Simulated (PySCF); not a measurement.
ClSn, charge +1, singlet, geometry from GFN2-xTB (such geometries of metal compounds can be far from the true shape) (core potentials on Sn). Base run: PySCF with PBE0/def2-TZVP.

PySCF was given this input:
```python
from pyscf import gto, scf, dft

mol = gto.Mole()
mol.atom = '''
    Sn   -0.00000000   -0.00000000   -0.58286497
    Cl    0.00000000    0.00000000    1.71430873
'''
mol.basis = 'def2-tzvp'
mol.ecp = {'Sn': 'def2-tzvp'}
mol.charge = 1
mol.verbose = 4
mol.build()

mf = dft.RKS(mol)
mf.xc = 'pbe0'
mf.kernel()
```

Each row names what was changed in the base input (with any setting that the change needs).

| change | basis functions | E (Eh) | HOMO (eV) | HOMO-LUMO gap (eV) |
|---|---|---|---|---|
| base | 87 | -674.14297 | -15.08 | 6.00 |
| basis = x2c-SVPall; relativity = spin-free X2C; nucleus = Gaussian (with mol.nucmod = 'G'; without mol.ecp = {'Sn': 'def2-tzvp'}) | 54 | -6636.57914 | -15.14 | 5.98 |
| basis = x2c-TZVPall; relativity = spin-free X2C; nucleus = Gaussian (with mol.nucmod = 'G'; without mol.ecp = {'Sn': 'def2-tzvp'}) | 97 | -6637.42378 | -15.07 | 5.99 |
| basis = x2c-TZVPall; relativity = none (without mol.ecp = {'Sn': 'def2-tzvp'}) | 97 | -6366.92563 | -14.82 | 5.65 |
| basis = jorge-DZP-DKH; relativity = spin-free X2C (without mol.ecp = {'Sn': 'def2-tzvp'}) | 72 | -6632.38207 | -14.71 | 6.20 |
| basis = x2c-TZVPall; relativity = spin-free X2C (without mol.ecp = {'Sn': 'def2-tzvp'}) | 97 | -6637.56600 | -15.07 | 5.99 |
| basis = x2c-SVPall; relativity = none (without mol.ecp = {'Sn': 'def2-tzvp'}) | 54 | -6350.69850 | -14.32 | 4.55 |
| basis = jorge-DZP-DKH; relativity = spin-free X2C; nucleus = Gaussian (with mol.nucmod = 'G'; without mol.ecp = {'Sn': 'def2-tzvp'}) | 72 | -6632.23902 | -14.71 | 6.20 |
| basis = jorge-DZP-DKH; relativity = none (without mol.ecp = {'Sn': 'def2-tzvp'}) | 72 | -6424.50687 | -14.85 | 6.29 |
| basis = x2c-SVPall; relativity = spin-free X2C (without mol.ecp = {'Sn': 'def2-tzvp'}) | 54 | -6636.70528 | -15.14 | 5.98 |

Total energies compare only within one method and basis.

Basis sets contracted for a relativistic Hamiltonian are a mismatch without it, so the rows without relativity aren't non-relativistic limits. No row has spin-orbit coupling; sets with core potentials leave out the core electrons.
